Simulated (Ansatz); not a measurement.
## AlH3O2Si+: where a starting geometry ends

The starting geometry of this gas-phase doublet was optimised with r2SCAN-D4.

```yaml
atoms:
  - { symbol: Al, position_ang: [-1.4325, 0.1930, -0.8660] }
  - { symbol: O, position_ang: [0.0307, -0.5336, -0.2499] }
  - { symbol: O, position_ang: [-0.1794, -3.1865, -0.8720] }
  - { symbol: Si, position_ang: [-0.5330, -2.0145, 0.1689] }
  - { symbol: H, position_ang: [-0.7210, -2.3499, 1.5923] }
  - { symbol: H, position_ang: [-0.2525, -4.1398, -0.7122] }
  - { symbol: H, position_ang: [-1.8992, 1.5279, -1.5337] }
```

Task: Predict what becomes of its bonds when it is optimised with B3LYP-D3(BJ)/6-311G**.

Result: A bond breaks, giving a structure given below by its coordinates. Contacts that open: Al1–Si4 (2.60 → 3.36 Å).

The energy falls by 0.54 eV over 16 steps:

```
step  E − E(last) (eV)
   1             0.539
   3             0.530
   4             0.526
   6             0.484
   8             0.191
   9             0.132
  11             0.013
  13             0.000
  14             0.000
  16             0.000
```

Final geometry (Å):

```yaml
atoms:
  - { symbol: Al, position_ang: [-2.0551, 0.5802, -1.0298] }
  - { symbol: O, position_ang: [-1.2065, -0.8356, -0.2759] }
  - { symbol: O, position_ang: [-0.2156, -3.2844, -0.8265] }
  - { symbol: Si, position_ang: [-0.5225, -2.1379, 0.2241] }
  - { symbol: H, position_ang: [-0.2031, -2.3295, 1.6366] }
  - { symbol: H, position_ang: [0.1930, -4.1493, -0.7026] }
  - { symbol: H, position_ang: [-0.9770, 1.6532, -1.4986] }
```

The end wasn't checked by frequencies. Open shells are spin-unrestricted. Run with Ansatz 0.2.0, 53 s on 2 threads of Arm Neoverse V1, with other jobs on the host.
